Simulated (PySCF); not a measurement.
Assignment exercise: C₇H₄O₂

Atom-mapped SMILES (the numbers label the heavy atoms): `[CH:1]#[C:2][c:3]1[c:4]([CH3:5])[c:6](=[O:7])[c:8]1=[O:9]` (H(Xn): hydrogen on atom n).

- GIAO PBE0/pcSseg-1 shieldings
- coordinates at the GFN2-xTB level
- program: PySCF 2.14
- no solvent model, fast rotation and ring inversion assumed for equivalent nuclei, one conformer, non-relativistic Hamiltonian

δ = σ(ref) − σ, references computed at the same level: ¹³C and ¹H vs TMS.

Question: Assign these signals to the numbered atoms. ¹³C{¹H} NMR (computed): δ 212.5 (C), 208.1 (C), 198.0 (C), 193.8 (C), 132.2 (CH), 74.7 (C), 14.6 (CH3).

Answer: 
| δ (ppm) | atoms | environment | reason |
| --- | --- | --- | --- |
| 212.5 | C4 | unsaturated ring carbon | – |
| 208.1 | C6 | ring carbonyl carbon | – |
| 198.0 | C8 | ring carbonyl carbon | – |
| 193.8 | C3 | unsaturated ring carbon | – |
| 132.2 | C1 | terminal alkyne carbon | – |
| 74.7 | C2 | alkyne carbon | sp carbons lie upfield of alkene carbons because the cylindrical π system leaves one tensor component strongly shielded |
| 14.6 | C5 | methyl carbon on an unsaturated ring | aliphatic region, no heteroatom directly attached |

Question: Assign these signals to the numbered atoms. ¹H NMR (500 MHz, computed): δ 5.54 (s, 1H), 2.59 (s, 3H).

Answer: 
5.54 → H(C1), hydrogen on a terminal alkyne carbon
2.59 → H(C5), hydrogen on a methyl carbon on an unsaturated ring

Shifts are as computed. Against solution values, carbons near 30 ppm lie about +3 ppm off and those near 130 ppm about +5 ppm. Of 1211 compounds with measured shifts, 218 miss one by over three times the rms of a fit or turn the order of signals round; such compounds aren't used in these exercises. No couplings were computed; multiplicities are counted from neighbouring protons, with m where these are inequivalent, close in shift, in a saturated or five-membered ring or joined by F or P, and br s for small geminal =CH2 splittings.
